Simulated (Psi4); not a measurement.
Pair of molecules, SMILES Cl with SMILES C#C (the first has 2 atoms); geometry from B3LYP-D3(BJ)/def2-TZVP, rigid monomers moved along the line of their centres of mass till H2···C4 is 2.16 Å.
(charge 0, multiplicity 1):
```xyz
6

Cl    -0.118     0.538    -0.467
H     -0.124     0.344     0.811
C     -0.551    -0.384     2.798
C      0.295     0.454     2.925
H     -1.303    -1.129     2.690
H      1.046     1.197     3.042
```

These are SAPT0/jun-cc-pV(D+d)Z run with Psi4 values and carry that method's errors.

### Question
Give the four SAPT terms and the total, and say what mostly holds the pair together.

### Answer
electrostatics -7.96, exchange 13.76, induction -4.40, dispersion -3.02, total -1.63 kcal/mol; the largest attraction is electrostatics.
